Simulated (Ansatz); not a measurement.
Two isomers of CH5BOSi: A = `[SiH3]B1CO1`, B = `O[SiH]1BC1`.

Program: Ansatz. Geometries: PBE0-D4/def2-TZVP. ΔE: electronic, gas phase. CBS: MP2 limit from def2 TZ/QZ plus the TZ coupled-cluster correction, frozen cores. Functionals use def2-TZVPP. B3LYP here is the variant with VWN-RPA as its local correlation; programs differ in this. One conformer a species, not always the lowest.

(1) Which is lower in electronic energy at CCSD(T)/CBS, and by how much? (An estimate is asked.)

(2) Give E(B) − E(A) in kJ/mol with ωB97M-V, CCSD(T)/def2-TZVPP, PBE-D4, HF/def2-TZVPP, B3LYP, B2PLYP, BLYP-D4. (Estimate.)

(3) Does the order hold for the free energy at 298.15 K (harmonic terms from PBE0-D4)? (Best estimate.)

Largest T1 diagnostic: 0.016.

Results:

(1) Computed: B, by 5.8 kJ/mol.

(2) Computed: ωB97M-V -3.9, CCSD(T)/def2-TZVPP 1.9, PBE-D4 0.8, HF/def2-TZVPP 23.8, B3LYP 7.4, B2PLYP 3.0, BLYP-D4 7.3. The order is the other way round with CCSD(T)/def2-TZVPP, PBE-D4, HF/def2-TZVPP, B3LYP, B2PLYP, BLYP-D4.

(3) Computed: Too close to call: G(B) − G(A) = +1.6 kJ/mol, for one conformer each.

At CCSD(T), def2-SVP lies +50.7 kJ/mol from the extrapolated value and def2-TZVPP +7.7 kJ/mol. Leaving LDA and LC-ωPBE aside and taking each functional with its dispersion term where it has one, the values, not all of them listed here, spread over 18.1 kJ/mol, from r2SCAN0-D4 to ωB97X-V. LDA lies −15.2 kJ/mol from PBE without D4.
